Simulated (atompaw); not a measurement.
Plane-wave convergence, PAW (atompaw) potential for carbon (C)

carbon, PAW, made with atompaw 4.2.0.5 (PBE, scalar-relativistic). Core [He], reference 2s2 2p1 (charge +1). Waves: 2s (bound): rc 3.00 bohr; 2s channel at 1.45 Ry: rc 1.25 bohr; 2p (bound): rc 3.00 bohr; 2p channel at 0.8 Ry: rc 3.00 bohr. Local part: vpsmatchnc scheme with l = 2 at 0 Ry, radius 2.30 bohr. Core correction: smooth core density matched at 2.35 bohr. Augmentation charge: gaussian compensation charge, radius 2.60 bohr; PAW radius 3.00 bohr; waves and projectors: custom rrkj gramschmidtortho.

The pseudo-atom Hamiltonian at the reference potential is diagonalised in spherical Bessel functions j_l(qr) that vanish at 20 bohr, with q² up to the cutoff. All-electron valence levels (Ry): 2s -1.8932, 2p -1.2498.

Q: How do the lowest levels (Ry) of each channel move with the cutoff, and are there ghosts?

A:

| cutoff (Ry) | s #1 | s #2 | p #1 | p #2 | d #1 | d #2 | f #1 | f #2 | Σ f·Δε (mRy) |
| --- | --- | --- | --- | --- | --- | --- | --- | --- | --- |
| 8 | -1.8931 | -0.3691 | -1.2491 | -0.2553 | -0.1504 | -0.0519 | -0.0437 | 0.0637 | 0.9 |
| 10 | -1.8932 | -0.3693 | -1.2497 | -0.2555 | -0.1507 | -0.0522 | -0.0437 | 0.0637 | 0.3 |
| 12 | -1.8932 | -0.3693 | -1.2497 | -0.2558 | -0.1509 | -0.0523 | -0.0437 | 0.0637 | 0.2 |
| 400 | -1.8932 | -0.3695 | -1.2498 | -0.2560 | -0.1511 | -0.0525 | -0.0437 | 0.0637 | 0.0 |

Result: no extra level below or beside the all-electron valence levels (s, p, d, f tested); 10 mRy is reached at 8 Ry and 1 mRy at 8 Ry.
